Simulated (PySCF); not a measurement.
# Correlation energy of Se (selenium, neutral)

[Ar] 3d10 4s1 4p5, high-spin 3P determinant (an excited configuration). Computed with PySCF 2.14 in x2c-TZVPPall with one added diffuse shell each of s, p, d type (7s6p5d1f, 57 functions), with the spin-free X2C one-electron Hamiltonian (Gaussian nucleus). Frozen: [Ar] 3d10; 6 electrons correlated.

```json
{"level": "CCSD", "correlation energy (mhartree)": "-190.78"}
{"level": "(T)", "correlation energy (mhartree)": "-27.21"}
{"level": "CCSD(T)", "correlation energy (mhartree)": "-217.99"}
```

Diagnostics: T1 = 0.033, D1 = 0.0691, largest double amplitude 0.259.

T1 exceeds 0.03, a sign that the reference determinant is poor. A double-excitation amplitude exceeds 0.15, a sign of near-degeneracy.

Cost of the coupled-cluster step: of the order of 2.9 core-seconds, for 6 correlated electrons.
